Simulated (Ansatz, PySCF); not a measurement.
This PySCF input computes a PBE0/def2-TZVPD energy:

```python
from pyscf import gto, scf, dft

mol = gto.M(
    atom='''
    In   -0.00000000   -0.00000000   -0.03725241
    H     0.00000000    0.00000000    1.82536805
    ''',
    basis='def2-tzvpd',
    ecp='def2-tzvp',
    charge=0,
    spin=0,
    verbose=4,
)

mf = dft.RKS(mol, xc='pbe0').density_fit(auxbasis='def2-universal-jkfit')
mf.grids.level = 3
mf.conv_tol = 1e-9
mf.max_cycle = 100
mf.max_memory = 1500
mf.kernel()
if not mf.converged:
    mf = mf.newton()
    mf.kernel(mf.make_rdm1())
mf.analyze()
```

### Question
Write an input for the same energy in Ansatz (a program for electronic structure) and say what it gives.

### Answer

Ansatz 0.2 input:
```yaml
crystal:
  periodic: [false, false, false]
  atoms:
    - {symbol: In, position_ang: [-0.00000000, -0.00000000, -0.03725241]}
    - {symbol: H, position_ang: [0.00000000, 0.00000000, 1.82536805]}
basis:
  gaussian:
    orbitals: def2-TZVPD
hamiltonian:
  xc: {name: PBE0}
output: {forces: true}
```
It gives -190.71153 Eh, and PySCF -190.71157 Eh, a difference of 0.04 mEh, from the treatment of integrals and grids.
